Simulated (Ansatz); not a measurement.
A nudged elastic band was laid between two geometries of H₅NO₂SiTe (10 atoms, charge 0, multiplicity 1).

Level of theory: RKS PBE0-D4/def2-SVP in Ansatz.

- movable images: 5
- climbing image: yes
- spring: 5.0 eV/Å²
- optimiser: quadratic models (default)
- start path: IDPP
- force threshold: 0.05 eV/Å
- iteration limit: 60
- end points: relaxed

First end point:

```xyz
10
Properties=species:S:1:pos:R:3
N -1.248 -0.283 -0.812
Si 0.022 -0.021 0.302
O 0.876 -1.438 0.232
O -0.584 0.369 1.795
Te 1.542 1.945 -0.020
H -1.876 0.472 -1.061
H -1.089 -0.912 -1.590
H 1.763 -1.390 0.603
H -1.351 -0.153 2.056
H 2.028 1.359 -1.502
```

Last end point:

```xyz
10
Properties=species:S:1:pos:R:3
N -1.340 -0.171 -0.989
Si -0.158 -0.110 0.224
O 0.689 -1.525 0.084
O -0.973 0.147 1.640
Te 1.556 1.762 0.199
H -2.084 0.512 -1.039
H -1.135 -0.599 -1.883
H 1.591 -1.492 0.417
H -0.443 0.373 2.410
H 2.381 1.052 -1.061
```

**Question.** What changes between the two ends?

**Answer.** No bond is made or broken. The dihedral Te5–Si2–O4–H9 goes from 167 to -43°.

**Question.** What energy profile does the band end with?

**Answer.** The run converged. The highest image is number 3 of 0 to 6, 0.086 eV above the first end and 0.024 eV above the last; the last end lies 0.062 eV above the first. A vibrational analysis at the climbing image gives one clearly imaginary mode, 226i cm⁻¹: a first-order saddle point.

```csv
image,path coordinate (Å),energy (eV),dihedral Te5–Si2–O4–H9 (°)
0,0.00,0.000,167
1,0.39,0.018,-167
2,0.77,0.057,-136
3,1.16,0.086,-101
4,1.46,0.083,-77
5,1.76,0.069,-56
6,2.06,0.062,-43
```

**Question.** What is the geometry of the highest image?

**Answer.** 
```xyz
10
Properties=species:S:1:pos:R:3:forces:R:3
N -1.226 -0.158 -1.043 -0.02 0.02 0.01
Si -0.130 -0.055 0.256 0.02 -0.03 -0.02
O 0.639 -1.518 0.371 -0.01 -0.02 -0.01
O -0.999 0.355 1.603 0.01 0.06 -0.03
Te 1.656 1.729 0.142 0.00 0.01 0.01
H -1.964 0.534 -1.110 0.00 -0.01 -0.01
H -0.902 -0.449 -1.957 0.01 0.00 0.00
H 1.562 -1.459 0.637 0.01 0.01 0.00
H -0.812 -0.155 2.395 -0.01 -0.04 0.03
H 2.257 1.125 -1.290 -0.01 -0.01 0.00
```

**Question.** What are the harmonic wavenumbers there?

**Answer.** 226i, 102, 137, 178, 202, 214, 283, 322, 388, 391, 434, 560, 752, 803, 807, 851, 966, 973, 1535, 2139, 3618, 3722, 3918, 3954 cm⁻¹.

Run time: 2.5 min on 2 threads of Intel(R) Xeon(R) Platinum 8375C CPU @ 2.90GHz (Ice Lake) (shared host), peak memory 0.31 GiB.
